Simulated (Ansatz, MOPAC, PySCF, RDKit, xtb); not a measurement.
Complex: C2H2 (SMILES C#C) (first 4 atoms) with C2H6O (SMILES COC); geometry from B3LYP-D3(BJ)/def2-TZVP, rigid monomers moved along the line of their centres of mass till H4···O6 is 3.82 Å.
(charge 0, multiplicity 1):
```json
[
 {"atom": "C", "x (Å)": "0.5363", "y (Å)": "0.0417", "z (Å)": "-0.2194"},
 {"atom": "C", "x (Å)": "0.0530", "y (Å)": "0.0058", "z (Å)": "0.8766"},
 {"atom": "H", "x (Å)": "0.9640", "y (Å)": "0.0733", "z (Å)": "-1.1915"},
 {"atom": "H", "x (Å)": "-0.3742", "y (Å)": "-0.0248", "z (Å)": "1.8575"},
 {"atom": "C", "x (Å)": "-0.7520", "y (Å)": "1.4359", "z (Å)": "6.0331"},
 {"atom": "O", "x (Å)": "-1.0293", "y (Å)": "0.1132", "z (Å)": "5.6174"},
 {"atom": "C", "x (Å)": "-0.1713", "y (Å)": "-0.8368", "z (Å)": "6.2179"},
 {"atom": "H", "x (Å)": "0.2717", "y (Å)": "1.7297", "z (Å)": "5.7700"},
 {"atom": "H", "x (Å)": "-0.8817", "y (Å)": "1.5445", "z (Å)": "7.1166"},
 {"atom": "H", "x (Å)": "-1.4545", "y (Å)": "2.0914", "z (Å)": "5.5213"},
 {"atom": "H", "x (Å)": "0.8780", "y (Å)": "-0.6430", "z (Å)": "5.9631"},
 {"atom": "H", "x (Å)": "-0.4557", "y (Å)": "-1.8169", "z (Å)": "5.8390"},
 {"atom": "H", "x (Å)": "-0.2756", "y (Å)": "-0.8284", "z (Å)": "7.3096"}
]
```

Counterpoise-corrected where a basis set is named; no monomer relaxation. Rows marked so take none.

Frozen-core correlation. Rows in 6-31G*, STO-3G carry no dispersion term and start afresh at each structure (6-31G* with six Cartesian d functions). MP2/6-31G* freezes PySCF's default core. The state that PM6 reach isn't checked.

Run with Ansatz (an electronic-structure program) with Gaussian orbitals; MOPAC for PM6 (differences of heats of formation); PySCF for 6-31G* rows, STO-3G rows, the dispersion terms; RDKit for the force fields; xtb for the GFN methods. 

```json
[
 {"level": "MMFF94", "interaction energy (kcal/mol)": "-0.55"},
 {"level": "PM6", "interaction energy (kcal/mol)": "-0.36"},
 {"level": "GFN1-xTB", "interaction energy (kcal/mol)": "-0.33"},
 {"level": "HF/STO-3G (no counterpoise)", "interaction energy (kcal/mol)": "-0.29"},
 {"level": "HF/aug-cc-pVDZ", "interaction energy (kcal/mol)": "-0.66"},
 {"level": "PBE0-D3(BJ)/def2-TZVPPD", "interaction energy (kcal/mol)": "___"},
 {"level": "wB97M-V/def2-TZVPPD", "interaction energy (kcal/mol)": "-0.76"},
 {"level": "MP2/6-31G* (no counterpoise)", "interaction energy (kcal/mol)": "___"},
 {"level": "MP2/aug-cc-pVDZ", "interaction energy (kcal/mol)": "-0.77"}
]
```

Task: Complete the blanks.

Result: 
- PBE0-D3(BJ)/def2-TZVPPD, interaction energy (kcal/mol): -0.81
- MP2/6-31G* (no counterpoise), interaction energy (kcal/mol): -0.88
